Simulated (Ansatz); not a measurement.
```yaml
crystal:
  periodic: [false, false, false]
  atoms:
    - {symbol: C, position_ang: [1.443211, -0.930653, -0.407635]}
    - {symbol: N, position_ang: [0.644267, 0.210888, -0.433148]}
    - {symbol: Zr, position_ang: [-0.932536, 1.213764, 0.091881]}
    - {symbol: O, position_ang: [-2.017635, -0.405068, 0.591347]}
    - {symbol: F, position_ang: [-1.584244, 2.234874, -1.081877]}
    - {symbol: Cl, position_ang: [-0.574924, 2.285857, 2.078094]}
    - {symbol: H, position_ang: [1.515681, -1.468804, -1.314306]}
    - {symbol: H, position_ang: [0.655495, -1.652030, 0.342782]}
    - {symbol: H, position_ang: [2.293649, -0.863571, 0.218420]}
    - {symbol: H, position_ang: [1.338339, 0.828942, -0.903865]}
    - {symbol: H, position_ang: [-3.006243, -1.106104, 0.885117]}
basis:
  gaussian: {orbitals: def2-mTZVPP}
total_charge: -1
magnetization: {spin_polarized: true, initial_magnetization: 5}
hamiltonian: {xc: {name: wB97X}}
scf: {lower_state_search: off}
output: {forces: true}
```

```sh
$ ansatz run in.yaml --threads 2 --pin off --events-out ev --progress --plain --max-ram 32768MiB --backend cpu
```

It prints (some lines left out):

```
Functional definition: wB97X
1545 factors; their error is unknown
436 factors; integrals over basis functions are off by at most 9.2e-6 eV
mean field evaluation 1: about -21156.3051 eV, gradient 4.0e1 eV
mean field evaluation 2: about -21063.9291 eV, gradient 1.3e2 eV
mean field evaluation 4: about -21166.1702 eV, gradient 1.9e1 eV
mean field evaluation 8: about -21169.2125 eV, gradient 1.1e0 eV
mean field evaluation 16: about -21169.3038 eV, gradient 1.6e-1 eV
mean field -21169.38747289 eV, -777.9606405025 hartree, gradient 2.2e-6 eV, S^2 8.760678; 0 other end points of the search recorded, 0 dependent functions left out
reference -21169.38747759 eV, -777.9606406754 hartree; 35, 30 occupied and 141, 146 virtual orbitals, 1545 factors
Total energy: -21169.38747759 eV, -777.9606406754 hartree
Atom 0 at     1.443211    -0.930653    -0.407635 Å, force    -5.117310    -4.525532     4.722453 eV/Å
Atom 1 at     0.644267     0.210888    -0.433148 Å, force     6.377854    -2.338121    -2.797180 eV/Å
Atom 2 at    -0.932536     1.213764     0.091881 Å, force     0.618989    -0.062148     6.222911 eV/Å
Atom 3 at    -2.017635    -0.405068     0.591347 Å, force    -0.788535    -2.468669     0.477514 eV/Å
Atom 4 at    -1.584244     2.234874    -1.081877 Å, force    -4.632011     6.093406    -7.687479 eV/Å
Atom 5 at    -0.574924     2.285857     2.078094 Å, force     0.424323     1.134973     2.491270 eV/Å
Atom 6 at     1.515681    -1.468804    -1.314306 Å, force     0.493366    -0.252551    -1.350505 eV/Å
Atom 7 at     0.655495    -1.652030     0.342782 Å, force     2.516733     1.092704    -2.200804 eV/Å
Atom 8 at     2.293649    -0.863571     0.218420 Å, force     1.499834     0.610386     0.057133 eV/Å
Atom 9 at     1.338339     0.828942    -0.903865 Å, force    -0.093271     1.542518    -0.266496 eV/Å
Atom 10 at    -3.006243    -1.106104     0.885117 Å, force    -1.299973    -0.826966     0.331184 eV/Å
Dipole moment:     0.405521    -0.497930     0.035327 e Å
Checks for a lower state left out: stability, starts, cluster_reference, orbital_swaps, neighbouring_geometries, increment
```

In this input the spin is set far too high for this molecule. The calculation finished and met its thresholds. The result belongs to that input, not to the molecule as meant.
